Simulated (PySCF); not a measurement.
Two-component Hartree-Fock for Tc³¹⁺ (technetium, charge +31)

Start: [Ne] 3s2. Calculated with PySCF 2.14 in an uncontracted even-tempered set (19 s from 5.2 bohr⁻², ratio 2.4; 13 p from 6.8 bohr⁻², ratio 2.4; 4 d from 23 bohr⁻², ratio 2.6; 4 f from 34 bohr⁻², ratio 2.6): generalised Hartree-Fock with the X2C-1e Hamiltonian and a Gaussian nucleus; one run each with spin-orbit coupling (SO) switched off, then screened by Boettger's factors.

```tsv
spinor shell	electrons	ε, spin-free (eV)	ε, screened SO (eV)	weight of nominal j (screened SO)	rms radius, screened SO (bohr)
1s1/2	2	-22850.8	-22849.9	1.000	0.0393
2s1/2	2	-4690.5	-4690.3	1.000	0.158
2p1/2	2	-4371.0	-4455.5	1.000	0.138
3s1/2	2	-1832.1	-1832.0	1.000	0.384
```

Question: Where does 2p3/2 lie, and what is the 2p spin-orbit splitting (screened SO)?

Answer: At -4331.7 eV, 123.85 eV above 2p1/2.

```
   quantity    spin-free  screened SO
E (hartree)  -3545.53444  -3546.00468
        M_J            0            0
       ⟨J²⟩        0.000        0.000
       ⟨L²⟩        0.000        0.003
       ⟨S²⟩        0.000        0.003
```

Breit and QED terms are absent; they matter most for the inner s and p1/2 levels.

Densities and radii are taken from the X2C orbitals without a picture-change correction, which distorts them close to the nucleus.

Without spin-orbit coupling the j labels of p, d and f shells carry no meaning; the spin-free column gives the mean over the occupied spinors of each nl shell.
